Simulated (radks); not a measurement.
Results of a calculation; reference values are marked as such.
All-electron atom: Sc3+ in [Ar].

Level of theory: Dirac Kohn-Sham, PBE, spin-unpolarised, spherical densities, point nucleus (a radial shooting solver on a logarithmic mesh with Libxc functionals).

Energy parts (Ry):
| part | energy |
|---|---|
| total | -1524.85216 |
| kinetic | 1538.40394 |
| electron-nucleus | -3581.71465 |
| Hartree | 594.63605 |
| exchange-correlation | -76.17749 |

Orbitals (lengths in bohr, moments of r in powers of bohr):
orbital  occ.  eigenvalue (Ry)   <1/r>
1s1/2       2        -325.5359   20.77
2s1/2       2        -37.29580   4.307
2p1/2       2        -31.19330   4.235
2p3/2       4        -30.85233   4.186
3s1/2       2         -6.35182   1.329
3p1/2       2         -4.77436   1.216
3p3/2       4         -4.73445   1.206
3d3/2       0         -2.37615  0.9371
3d5/2       0         -2.37276  0.9354
4s1/2       0         -1.83178  0.4926

The highest occupied level is 3p3/2 at -64.415 eV. Summed over all electrons, <r^2> = 12.50 bohr^2, which gives a Langevin (diamagnetic) susceptibility term of -9.9 x 10^-6 cm^3/mol. For comparison, the ionisation energy in NIST's Atomic Spectra Database is 73.489 eV (measured). In exact Kohn-Sham theory the highest level is minus the ionisation energy, but local and semilocal functionals leave it too shallow, through self-interaction and a potential that decays too fast; potentials with the right tail come closer. The density falls to 0.001 e/bohr^3 at r = 2.73 bohr.
